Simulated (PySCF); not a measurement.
## EPR parameters of C6H11ClF

Compound: C₆H₁₁ClF (doublet state).
Geometry (GFN2-xTB, Å), atoms numbered from 1 in this order:
```xyz
19
C6H11ClF angstrom
C      2.7250   -0.3181   -0.9425
C      1.8022    0.0740    0.2044
C      0.3437   -0.2359   -0.1238
C     -0.6047    0.2220    0.9999
F     -0.5370    1.6067    1.0800
C     -2.0170   -0.1793    0.7701
C     -2.8658    0.4527   -0.2649
Cl    -2.4772   -1.7059    1.3802
H      2.4763    0.2417   -1.8411
H      2.6329   -1.3796   -1.1619
H      3.7598   -0.1084   -0.6841
H      1.9025    1.1419    0.4060
H      2.0909   -0.4678    1.1082
H      0.2086   -1.3096   -0.2634
H      0.0523    0.2751   -1.0430
H     -0.2453   -0.1544    1.9666
H     -3.9121    0.4485    0.0393
H     -2.5397    1.4796   -0.4127
H     -2.8053   -0.0740   -1.2249
```

The hyperfine couplings belong to this conformer and change with its torsions.

Identity: `Cl[C](C)[C@@H](CCC)F` [radical].

Level of theory: PySCF, UKS B3LYP, pcH-1 on C Cl F H, non-relativistic, mean-field spin-orbit, GIAO. Isolated species at its GFN2-xTB geometry (one conformer only). Couplings are sensitive to structure, and on GFN2-xTB geometries they can be far from those on DFT ones. The SCF solution wasn't tested for stability.

* g1, g2, g3: 2.00157, 2.00636, 2.00768
* g_iso: 2.00521
* Form of g: rhombic: the two nearest values differ by 22 % of g3 − g1
* ⟨S²⟩: 0.7540 (exact 0.7500)
* Basis functions: 320

Isotropic coupling and dipolar principal values T1 to T3, in 10⁻⁴ cm⁻¹; ρ(0) is the spin density at the nucleus (1 × 10⁻⁴ cm⁻¹ = 2.998 MHz):

| atom | isotope | a_iso | of which spin–orbit | T1 | T2 | T3 | Mulliken spin population | ρ(0) (bohr⁻³) |
| --- | --- | --- | --- | --- | --- | --- | --- | --- |
| C1 | 13C | 0.9 | 0.0 | -0.1 | -0.1 | 0.3 | 0.00 | 0.0025 |
| C2 | 13C | 1.8 | 0.0 | -0.4 | -0.4 | 0.8 | 0.01 | 0.0047 |
| C3 | 13C | 13.7 | 0.0 | -1.7 | -1.6 | 3.3 | 0.04 | 0.0364 |
| C4 | 13C | -10.5 | 0.0 | -0.8 | -0.7 | 1.5 | -0.05 | -0.0279 |
| F5 | 19F | 24.7 | 0.1 | -9.6 | -8.2 | 17.8 | 0.01 | 0.0175 |
| C6 | 13C | 46.6 | 0.2 | -27.0 | -27.0 | 54.0 | 0.90 | 0.1237 |
| C7 | 13C | -8.6 | 0.0 | -0.7 | -0.3 | 0.9 | -0.07 | -0.0229 |
| Cl8 | 35Cl | 1.7 | 0.0 | -9.2 | -5.6 | 14.8 | 0.07 | 0.0118 |
| H9 | 1H | 0.1 | 0.0 | -0.2 | -0.2 | 0.4 | 0.00 | 0.0001 |
| H10 | 1H | 0.0 | 0.0 | -0.2 | -0.2 | 0.4 | 0.00 | 0.0000 |
| H11 | 1H | 1.0 | 0.0 | -0.2 | -0.1 | 0.3 | 0.00 | 0.0007 |
| H12 | 1H | -0.1 | 0.0 | -0.5 | -0.3 | 0.8 | 0.00 | -0.0001 |
| H13 | 1H | -0.2 | 0.0 | -0.5 | -0.2 | 0.7 | 0.00 | -0.0001 |
| H14 | 1H | -0.1 | 0.0 | -1.6 | -0.6 | 2.2 | 0.00 | -0.0001 |
| H15 | 1H | -1.0 | 0.0 | -1.4 | -0.5 | 1.9 | 0.00 | -0.0007 |
| H16 | 1H | 10.0 | 0.0 | -1.9 | -1.4 | 3.3 | 0.01 | 0.0067 |
| H17 | 1H | 18.8 | 0.0 | -1.6 | -1.5 | 3.1 | 0.02 | 0.0126 |
| H18 | 1H | 4.2 | 0.0 | -1.7 | -1.4 | 3.1 | 0.00 | 0.0028 |
| H19 | 1H | 44.1 | 0.0 | -1.5 | -1.0 | 2.5 | 0.06 | 0.0296 |

The largest Mulliken spin populations are on C6 (+0.90), Cl8 (+0.07), C7 (-0.07) and H19 (+0.06). C6 is the only atom above +0.15. The angles at C6 add up to 357.3°, so it is nearly planar.

Axes: g2 points within 11° of the C6–Cl8 bond.

Under fast tumbling the dipolar parts average out, and these isotropic splittings remain: 1 × 19F (F5, I = 1/2, 2 lines) with 2.63 mT, 3 × 1H (H17/H18/H19, I = 1/2, 4 lines) with 2.39 mT, 1 × 1H (H16, I = 1/2, 2 lines) with 1.07 mT, 1 × 35Cl (Cl8, I = 3/2, 4 lines) with 0.18 mT, 1 × 1H (H15, I = 1/2, 2 lines) with 0.11 mT and 3 × 1H (H9/H10/H11, I = 1/2, 4 lines) with 0.04 mT.

Means are taken over nuclei equivalent by connectivity, which assumes that they swap fast. The three 1H nuclei of mean +67.0 MHz run from 12.6 to 132.1 MHz in the frozen geometry.

Main isotope only: 35Cl (natural samples also hold 24 % 37Cl, magnetic too, which adds its own pattern).

The 13C coupling of C6 (139.6 MHz) shows only in satellite lines or after enrichment, since that isotope makes up about 1.07 % of natural carbon.
